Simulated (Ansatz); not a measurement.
C3BN3, SMILES `N#CB(C#N)C#N`. Total charge 0; spin multiplicity 1.

```tsv
atom	x (Å)	y (Å)	z (Å)
N1	-0.3228	-1.6629	2.0661
C2	-0.1836	-0.9455	1.1748
B3	0.0000	0.0000	0.0000
C4	-0.2646	-0.4860	-1.4147
N5	-0.4653	-0.8548	-2.4882
C6	0.4481	1.4315	0.2400
N7	0.7882	2.5177	0.4221
```

Q: Give the diagnostics of a CCSD(T)/def2-TZVPP run (frozen core, the Gaussian-basis code of Ansatz). (An estimate is asked.)

A: Computed: T1 = 0.0159, largest single amplitude 0.019, largest double 0.041, (T) share of the correlation energy 5.4 %, 11 CCSD cycles. The RHF solution is stable towards an unrestricted one. T1 lies under the customary mark of 0.02 for closed shells.
